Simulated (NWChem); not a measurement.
AlNH3Cl; SMILES [Cl][AlH][NH2]

```xyz
6

Al    -0.5691     0.5128     0.0000
H     -2.1290     0.7882     0.0000
Cl     0.1939    -1.4659     0.0000
N      0.6069     1.8427     0.0000
H      1.6234     1.7316     0.0000
H      0.3597     2.8350     0.0000
```
Atoms are numbered in this order, from 1.

Program: NWChem. Geometry: optimised at PBE-D3(BJ)/def2-SVP. Vertical excitations in the gas phase; the lowest state need not have the same character in each row.

```json
[
 {"level": "PBE/aug-cc-pVDZ, full TDDFT", "lowest excitation, singlet (eV)": "5.37", "oscillator strength of that lowest state": "0.045", "orbital gap (eV)": "5.01"},
 {"level": "B3LYP/aug-cc-pVDZ, full TDDFT", "lowest excitation, singlet (eV)": "5.76", "oscillator strength of that lowest state": "0.052", "orbital gap (eV)": "6.66"},
 {"level": "BHandHLYP/aug-cc-pVDZ, full TDDFT", "lowest excitation, singlet (eV)": "6.30", "oscillator strength of that lowest state": "0.058", "orbital gap (eV)": "8.99"}
]
```
